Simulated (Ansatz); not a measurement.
Consider the ligand exchange at a Zn–S bond: `[CH3][Zn][S][SiH3]` + dimethylamine → `[CH3][Zn][N](C)C` + `[SiH3]S`.

Calculated with Ansatz (gas phase, PBE0-D4/def2-TZVP geometries, no zero-point term in ΔE). CCSD(T)/CBS adds triple-zeta CCSD(T) − MP2 to the extrapolated MP2 energy (def2 sets, frozen cores). For Zn outer-core shells are correlated without core-valence functions, which leaves a few kJ/mol of doubt a bond. Scalar relativity is left out up to krypton. Each species was taken in one conformer, which may not be the lowest.

| species | CCSD/CBS(def2) energy (Eh) |
| --- | --- |
| `[CH3][Zn][S][SiH3]` | -2506.91726 |
| `CNC` | -134.98104 |
| `[CH3][Zn][N](C)C` | -1952.59803 |
| `[SiH3]S` | -689.25997 |

(1) Work out ΔE.

Largest T1 diagnostic among the species: 0.014.

Results:

(1) ΔE = (-1952.59803) + (-689.25997) − (-2506.91726) − (-134.98104) = 0.04030 Eh = +25.3 kcal/mol. CCSD(T)/CBS gives +24.8 kcal/mol.

From PBE to PBE0 (25 % exact exchange), in def2-TZVPP and without D4, ΔE moves by +2.0 kcal/mol. In def2-TZVPP, CCSD(T) changes the Hartree–Fock value by −5.9 kcal/mol (the triples alone add −0.5 kcal/mol) and MP2 by −5.9 kcal/mol.
